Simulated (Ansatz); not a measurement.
Start from `C#CC[CH2][GeH3]` and change one atom or group to get `C#CC[SeH]`.

Ansatz, PBE0-D4/def2-TZVP geometries, multiplicity 1. Each molecule was computed in one conformer, which needn't be the lowest.

Scalar relativity is left out up to krypton.

```csv
property,`C#CC[CH2][GeH3]`
LUMO energy (PBE0/def2-TZVPP) / eV,0.52
HOMO–LUMO gap (PBE/def2-TZVPP) / eV,6.20
HOMO energy (PBE0/def2-TZVPP) / eV,-7.73
HOMO–LUMO gap (B3LYP/def2-TZVPP) / eV,7.75
HOMO–LUMO gap (ωB97M-V/def2-TZVPP) / eV,12.11
HOMO–LUMO gap (PBE0/def2-TZVPP) / eV,8.25
```

Task: Give the same properties after the change, and the shifts. (Best estimate.)

Result: The calculation gave: 
```
                               property  `C#CC[SeH]`  shift
     LUMO energy (PBE0/def2-TZVPP) / eV        -0.35  -0.87
    HOMO–LUMO gap (PBE/def2-TZVPP) / eV         4.26  -1.94
     HOMO energy (PBE0/def2-TZVPP) / eV        -6.73   1.00
  HOMO–LUMO gap (B3LYP/def2-TZVPP) / eV         5.90  -1.85
HOMO–LUMO gap (ωB97M-V/def2-TZVPP) / eV        10.54  -1.57
   HOMO–LUMO gap (PBE0/def2-TZVPP) / eV         6.38  -1.87
```

With PBE0 the HOMO rises by 1.00 eV and the LUMO falls by 0.87 eV, so the gap narrows by about 1.87 eV. PBE moves the HOMO by 0.99 eV and ωB97M-V by 1.03 eV.

B3LYP here is the variant with VWN-RPA as its local correlation; programs differ in this.

Spin–orbit coupling is left out; it splits and shifts lone-pair levels of the heavy atoms by tenths of an eV.
